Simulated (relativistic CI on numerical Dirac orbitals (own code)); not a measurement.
## Hyperfine structure of Ir X, mass number 191

Calculated at this level of theory: Dirac-Coulomb-Breit CI, separate exchange-only KLI orbitals for each configuration, model QED (radiative potential, 1s self-energy scaled to tabulated hydrogen-like ionisation energies), unscaled Slater integrals (own radial code, finite nucleus).

CI space (outside the closed core [Kr] 4d10): 4f14 5s2 5p6, 4f14 5s2 5p5 5d, 4f14 5s 5p6 5d, 4f14 5s2 5p5 5f, 4f13 5s2 5p6 5d, 4f14 5s2 5p5 6s, 4f14 5s2 5p5 5g, 4f14 5s 5p6 5f, 4f14 5s2 5p5 6p, 4f13 5s2 5p6 6s, 4f14 5p6 5d2, 4f14 5p5 5d3, 4f14 5p5 5d2 5f, 4f13 5p6 5d3, 4f14 5p5 5d2 6s, 4f14 5p5 5d2 5g. Double excitations out of closed p, d and f shells are left out; levels of such configurations are missing from the list, as are those of other unlisted configurations, and high levels can miss mixing partners. Some configurations lack a partner that the ground configuration has and come out too high, among them 4f14 5s2 5p5 6p, 4f13 5s2 5p6 6s.

Nuclear spin I = 3/2, μ = 0.1502 μN, Q = 0.816 b (tables of Stone and Pyykkö). The electronic factors are computed for point nuclear moments, without core polarisation or the Bohr-Weisskopf and QED corrections.

| Level | E (eV) | A (MHz) | B (MHz) |
| --- | --- | --- | --- |
| 4f14 5s2 5p5 5d 3P°_1 | 49.5085 | 343.1 | 3170 |
| 4f14 5s2 5p5 5d 3F°_3 | 51.1402 | 606.5 | -13200 |
| 4f14 5s2 5p5 5d 3F°_4 | 51.9155 | 412.1 | -12600 |
| 4f14 5s2 5p5 5d 1D°_2 | 52.9811 | 279.9 | 6340 |
| 4f14 5s2 5p5 5d 3D°_3 | 54.9470 | 350.8 | 4650 |
| 4f14 5s2 5p5 5d 3D°_1 | 59.5048 | -406.8 | 2120 |
| 4f14 5s2 5p5 5d 3F°_2 | 66.1261 | 2371 | 4530 |
| 4f13 5s2 5p6 5d 3P°_2 | 72.2394 | 86.03 | -1040 |

Levels with J = 0, under 50 % of one LS term, or S terms without an open s electron are left out. Small factors come from cancelling terms and can be off by tens of per cent or more.

At this charge transitions that keep the count of f electrons are usually good to a few per cent. Levels and lines within the n = 5 or 6 shells can be off by up to 10 % or somewhat more, and those that change n by about 2 %, since core polarisation is missing. Levels that differ in their count of f electrons can be misplaced by several ten thousand cm⁻¹, since the correlation energy of f electrons is missing or only estimated; rates across such gaps can be off by orders of magnitude.

(1) Give the hyperfine levels of 4f14 5s2 5p5 5d 3F°_2 relative to its centre of gravity.

## Answers

(1) With K = F(F + 1) − I(I + 1) − J(J + 1), E = AK/2 + B[¾K(K + 1) − I(I + 1)J(J + 1)]/[2I(2I − 1)J(2J − 1)]: F = 1/2: -6704, F = 3/2: -7114, F = 5/2: -4018, F = 7/2: 8247 MHz.

LS names give the leading component of a level, which can be under half, so a name can repeat, a term be missing and a line seem to break the LS rules.
